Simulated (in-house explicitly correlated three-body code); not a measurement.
Computed with an exponentially correlated three-body code. Model: two electrons around a point charge, non-relativistic, variational in 260 exponentially correlated functions (energies converged to about 1e-7 hartree, or 1e-8 relative for large Z).

Command:
```bash
python run_hyl.py task.json out
```
Settings (lengths in bohr, energies in hartree):
```
Z                      12
screening              9.6
interaction_strength   1
functions              260
states_tried           1
```

Cost of the run: 6 s on 1 thread of Intel(R) Xeon(R) Platinum 8488C (Sapphire Rapids) (shared host).

**Ground state only, binding against the one-electron ion.**

Given: nuclear charge 12; Yukawa screening of all interactions 9.6 1/bohr.

Computed: one-electron threshold -6.43741985 hartree.

| term | energy (hartree) | binding (eV) |
| --- | --- | --- |
| 1 1S | -11.8504043 | 147.29 |

**Converged states only, values per electron or pair (inverse distances are <exp(-kr)/r>).**

```
term  mean r (bohr)  mean r squared (bohr²)  mean inverse r (1/bohr)  mean r12 (bohr)  mean inverse r12 (1/bohr)  mean cosine  mean p1 dot p2 (bohr⁻²)  delta r1 (bohr⁻³)  delta r12 (bohr⁻³)
1 1S        0.22467                0.076644                   3.1523          0.33798                    0.95763   -0.0062849                  0.36971             235.22              16.901
```
